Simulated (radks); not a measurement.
Question: All-electron atom: the indium ion In20+ in [Ar] 3d10 4s1. Calculated with a radial shooting solver on a logarithmic mesh with Libxc functionals: non-relativistic Kohn-Sham, exchange-only LDA, spin-polarised, spherical densities, point nucleus; open shells are filled with parallel spins first (spin-orbit coupling, left out, can overturn this in heavy ions); relativity is left out, which matters for an element this heavy. Some entries of the table are withheld. Estimate them.

orbital  occ.  eigenvalue (Ry)  <1/r> (bohr^-1)  r(max) (bohr)
1s up       1        -2009.367            48.43        0.02058
1s down     1        -2009.330            48.43        0.02058
2s up       1        -329.2963            11.07         0.1140
2s down     1        -329.2704            11.07         0.1140
2p up       3        -310.5887            11.08        0.08918
2p down     3        -310.5628            11.08        0.08919
3s up       1        -93.44181            4.026         0.3258
3s down     1        -93.38657            4.029         0.3258
3p up       3        -85.77883            3.956         0.3117
3p down     3        -85.72337            3.959         0.3116
3d up       5        -71.64661            3.825         0.2545
3d down     5        -71.59579            3.828         0.2545
4s up       1        -41.63023            1.875         0.7299
4s down     0        -41.13169            1.885         0.7266
4p up       0        -38.71400            1.819         0.7388
4p down     0        -38.21412            1.829         0.7351
4d up       0              (1)            1.708         0.7467
4d down     0              (2)            1.717         0.7418
4f up       0        -28.14734            1.484         0.6810
4f down     0        -27.70711            1.496         0.6709
5s up       0              (3)            1.100          1.325
5s down     0              (4)            1.086          1.332

Answer: 
(1) 4d up eigenvalue (Ry): -33.66103
(2) 4d down eigenvalue (Ry): -33.16984
(3) 5s up eigenvalue (Ry): -23.57651
(4) 5s down eigenvalue (Ry): -23.27364
